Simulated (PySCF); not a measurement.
Compound: C2H9FSi2.
Z-matrix (Å and degrees, GFN2-xTB geometry), rows numbered from 1:
```
F 
Si  1  1.6146
C   2  1.8950  1  107.84
C   3  1.5310  2  112.99  1  -179.71
Si  4  1.9032  3  112.64  2  -178.88
H   2  1.4565  1  104.75  3  -120.20
H   2  1.4564  1  104.54  3   120.17
H   3  1.0930  2  109.72  1    58.33
H   3  1.0930  2  109.82  1   -57.73
H   4  1.0919  3  109.16  2    58.68
H   4  1.0920  3  109.17  2   -56.77
H   5  1.4647  4  109.33  3   -58.33
H   5  1.4651  4  108.99  3    61.17
H   5  1.4637  4  109.30  3  -178.63
```

Method used: CAM-B3LYP/def2-SVPD in PySCF (dipole) on a GFN2-xTB geometry, gas phase.

Masses are those of the commonest isotopes; rigid-rotor values at the optimised geometry. The values belong to one conformer with, in the numbering `[F:1][SiH2:2][CH2:3][CH2:4][SiH3:5]`, F1–Si2–C3–C4 180°, Si2–C3–C4–Si5 -179°.

Question: What are A, B and C (MHz)?

Answer: Ia = 43.27, Ib = 529.64, Ic = 555.02 u·Å²; 505379 MHz·u·Å²/I gives A = 11680, B = 954.2, C = 910.6 MHz.

Question: What kind of rotor is it?

Answer: A near-prolate asymmetric top: κ = (2 × 954.2 − 11680 − 910.6)/(11680 − 910.6) = -0.99.

Question: What does the inertial defect say?

Answer: Not planar: Δ = Ic − Ia − Ib = -17.89 u·Å². For a rigid frame Δ = −2 Σ m c², so Σ m c² = 8.94 u·Å² lies off the ab plane, practically all of it from hydrogen. The atom farthest from that plane is 1.23 Å away.

Question: List the rotational levels J(Ka,Kc) to J = 3 (K).

Answer: Above 0(0,0), as E/k:
J = 1: 1(0,1) 0.089, 1(1,1) 0.604, 1(1,0) 0.606
J = 2: 2(0,2) 0.268, 2(1,2) 0.781, 2(1,1) 0.787, 2(2,1) 2.332, 2(2,0) 2.332
J = 3: 3(0,3) 0.537, 3(1,3) 1.046, 3(1,2) 1.059, 3(2,2) 2.600, 3(2,1) 2.600, 3(3,1) 5.179, 3(3,0) 5.179
Those of J = 1 are B + C, A + C and A + B.

Question: Which types of transition are allowed, and where do some lines up to J = 4 fall?

Answer: The dipole components are |μa| = 1.44 D, |μb| = 1.09 D, |μc| = 0.01 D. The squared components, which scale the intensities, stand as 1.00 : 0.57 : 0.00 (a : b : c). Some lines, for components of 0.1 D or more:

| type | branch | J(Ka,Kc) | MHz | lower level (cm⁻¹) |
| --- | --- | --- | --- | --- |
| a | R | 2(0,2) ← 1(0,1) | 3729 | 0.062 |
| a | R | 3(2,2) ← 2(2,1) | 5594 | 1.621 |
| a | R | 3(2,1) ← 2(2,0) | 5595 | 1.621 |
| a | R | 4(1,4) ← 3(1,3) | 7371 | 0.727 |
| a | R | 4(3,2) ← 3(3,1) | 7459 | 3.600 |
| b | Q | 1(1,0) ← 1(0,1) | 10769 | 0.062 |
| b | R | 1(1,1) ← 0(0,0) | 12590 | 0.000 |
| b | R | 3(1,3) ← 2(0,2) | 16211 | 0.187 |
| b | R | 4(1,4) ← 3(0,3) | 17988 | 0.373 |
| b | Q | 3(2,2) ← 3(1,3) | 32373 | 0.727 |
| b | R | 2(2,0) ← 1(1,1) | 35993 | 0.420 |
| b | Q | 4(3,1) ← 4(2,2) | 53735 | 2.056 |
| b | R | 3(3,0) ← 2(2,1) | 59331 | 1.621 |
| b | Q | 4(4,0) ← 4(3,1) | 75231 | 3.848 |
| b | Q | 4(4,1) ← 4(3,2) | 75231 | 3.848 |
| b | R | 4(4,1) ← 3(3,0) | 82690 | 3.600 |

No frequency check. These are rigid-rotor constants of the computed structure; measured ground-state constants (B0) also hold zero-point vibration. A rigid rotor knows nothing of internal rotation, which can split or shift real lines.
